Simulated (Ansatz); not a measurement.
Mulliken charges of CH4S2Sn, SMILES `C[S][Sn][SH]` from r2SCAN/def2-TZVPP in Ansatz (PBE0-D4/def2-TZVP geometry).

```json
{"atom": "C1", "x (Å)": "-0.930", "y (Å)": "0.200", "z (Å)": "0.981", "charge (e)": "-0.137"}
{"atom": "S2", "x (Å)": "-0.327", "y (Å)": "1.737", "z (Å)": "0.235", "charge (e)": "-0.346"}
{"atom": "Sn3", "x (Å)": "1.292", "y (Å)": "1.149", "z (Å)": "-1.457", "charge (e)": "0.507"}
{"atom": "S4", "x (Å)": "1.122", "y (Å)": "-1.259", "z (Å)": "-1.117", "charge (e)": "-0.412"}
{"atom": "H5", "x (Å)": "-0.116", "y (Å)": "-0.352", "z (Å)": "1.449", "charge (e)": "0.093"}
{"atom": "H6", "x (Å)": "-1.658", "y (Å)": "0.477", "z (Å)": "1.743", "charge (e)": "0.088"}
{"atom": "H7", "x (Å)": "-1.415", "y (Å)": "-0.431", "z (Å)": "0.236", "charge (e)": "0.093"}
{"atom": "H8", "x (Å)": "2.032", "y (Å)": "-1.520", "z (Å)": "-2.071", "charge (e)": "0.115"}
```

Problem. By hand: the dipole of these point charges (1 e Å = 4.8032 D).

Solution. Σ q r = (0.379, 0.267, -0.422) e Å, of length 0.627 e Å = 3.01 D.

Problem. How does the dipole of the full density compare? (An estimate is asked.)

Solution. Ansatz gave: (0.126, -0.048, -0.131) e Å, 0.90 D; the point charges give 3.34 times that, at 40° from its direction.

Point charges leave out the atoms' own dipoles, such as those of lone pairs, and Mulliken's split depends on the basis, so the two needn't agree.
